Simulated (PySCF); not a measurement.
C2H5ClSi2, SMILES [Si@H](C#C)([SiH3])Cl. Heavy atoms are numbered as in [CH:1]#[C:2][Si@@H:3]([SiH3:4])[Cl:5]. Hydrogens are named by the atom that carries them.

Geometry optimised at PBE0-D3(BJ)/def2-SVP. The structure was generated by enumeration; whether it is a known compound was not checked.

Level of theory: PBE/pcSseg-1 (PySCF).

GIAO shieldings, no solvent; atoms alike by connectivity are averaged. δ = σ(ref) − σ: ¹³C against TMS (σ = 182.0 ppm); ²⁹Si against TMS (σ = 335.4 ppm); ³⁵Cl against HCl (σ = 936.5 ppm); ¹H against TMS (σ = 31.49 ppm), references at their B3LYP-D3(BJ)/def2-TZVP geometries, non-relativistic (without spin–orbit terms, shifts of atoms bonded to Cl or Br come out too high).

```csv
atoms,nucleus,count,δ (ppm)
C1 (CH),¹³C,1,108.5
C2,¹³C,1,___
Si3 (SiH),²⁹Si,1,-27.3
Si4 (SiH3),²⁹Si,1,___
Cl5,³⁵Cl,1,___
H on Si3,¹H,1,5.99
H on Si4,¹H,3,___
H on C1,¹H,1,3.02
```

Fill in the missing entries. (Estimate from the structure and the level; the computed values follow.)


- C2, δ (ppm): 86.9
- Si4 (SiH3), δ (ppm): -102.2
- H on Si4, δ (ppm): 3.95
- Cl5, δ (ppm): -14.0
